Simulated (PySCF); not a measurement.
C₃H₇NSi, SMILES CC1=NC[SiH2]1. Atoms are numbered in the order given.

```xyz
12

C     -0.2326     2.1863     0.0000
C      0.0363     0.7258     0.0000
N      1.2217     0.2187     0.0000
C      1.0147    -1.2480     0.0000
Si    -0.8670    -0.9383     0.0000
H      0.7154     2.7441     0.0000
H     -0.8235     2.4733    -0.8846
H     -0.8235     2.4733     0.8846
H      1.4682    -1.7172     0.8881
H      1.4682    -1.7172    -0.8881
H     -1.6641    -1.3174     1.2100
H     -1.6641    -1.3174    -1.2100
```
Charge 0, spin multiplicity 1.

Coordinates come from a PBE0-D3(BJ)/def2-SVP optimisation. The structure was generated by enumeration, and PubChem lists no compound with its InChIKey, so it may never have been made.

The numbers are results of TDA-PBE/def2-SVPD (PySCF), not measurements.

Vertical excitations. The molecule is in vacuum. State labels are in the subgroup Cs.

Computed lowest excited states:
| state | symmetry | energy (eV) | λ (nm) | f | main pairs |
|---|---|---|---|---|---|
| S1 | A" | 4.22 | 294 | 0.001 | HOMO→LUMO 99 % |
| S2 | A' | 4.60 | 270 | 0.001 | HOMO→LUMO+1 100 % |
| S3 | A' | 5.43 | 228 | 0.025 | HOMO→LUMO+2 100 % |
| S4 | A" | 5.82 | 213 | 0.001 | HOMO−2→LUMO 98 % |
| S5 | A' | 5.92 | 209 | 0.031 | HOMO→LUMO+3 97 % |
| S6 | A' | 6.29 | 197 | 0.002 | HOMO→LUMO+4 89 % |
| S7 | A" | 6.35 | 195 | 0.001 | HOMO−1→LUMO+1 98 % |
| S8 | A' | 6.67 | 186 | 0.031 | HOMO→LUMO+5 79 % |
| S9 | A" | 6.78 | 183 | 0.015 | HOMO→LUMO+6 98 % |
| S10 | A' | 6.85 | 181 | 0.012 | HOMO−3→LUMO 53 %, HOMO−2→LUMO+1 43 % |
| T1 | A" | 3.37 | 368 | 0 | HOMO→LUMO 100 % |
| T2 | A' | 4.41 | 281 | 0 | HOMO→LUMO+1 99 % |
| T3 | A' | 4.63 | 268 | 0 | HOMO−1→LUMO 97 % |
| T4 | A' | 5.33 | 233 | 0 | HOMO→LUMO+2 99 % |
Triplets are in the Tamm–Dancoff approximation.
